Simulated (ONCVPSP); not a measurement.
# thallium: ONCV pseudisation with PBE, scalar-relativistic reference atom.

```json
{
  "Element": "Tl",
  "Generator": "ONCVPSP 4.0.1",
  "Type": "optimised norm-conserving Vanderbilt (ONCV)",
  "Functional": "PBE",
  "Relativity": "scalar-relativistic",
  "Frozen core": "[Kr] 4d10 4f14",
  "Valence charge": "21",
  "Reference configuration": "5s2 5p6 5d10 6s2 6p1",
  "Partial waves": "5s+6s: rc 1.45 bohr, ncon 5, nbas 8, qcut 6.8 1/bohr, 2 projectors; 5p+6p: rc 1.85 bohr, ncon 4, nbas 6, qcut 6.1 1/bohr, 3 projectors, debl 2.4 Ha; 5d: rc 1.75 bohr, ncon 4, nbas 8, qcut 7.9 1/bohr, 1 projector",
  "Local potential": "polynomial inside 1.25 bohr (lpopt 5, dvloc0 0 Ha)",
  "Core correction": "polynomial model core, fcfact 0.45"
}
```

Poles of the logarithmic derivatives, all-electron (AE) and pseudo (PS). s: poles at -4.3 (AE) and -4.3 (PS) Ha. p: poles at -2.6, 4.5 (AE) and -2.6, 4.5 (PS) Ha. d: poles at 0.2 (AE) and 0.2 (PS) Ha. Test radii: s 1.47, p 1.88, d 1.77 bohr.

* Cutoffs needed: 63 Ha and 80 Ha (the cutoffs (Ha) at which the residual kinetic energy of the hardest occupied pseudo-wave falls to 1 and 0.1 mHa per electron)
* Ghost test: no bound ghost flagged; GHOST(+) flagged for s at 291.2 eV
* Configuration tests: 1 of 4 tests not solved or not reliable
* rms error of d²Exc/dni dnj: 4.57 mHa without and 1.30 mHa with the model core
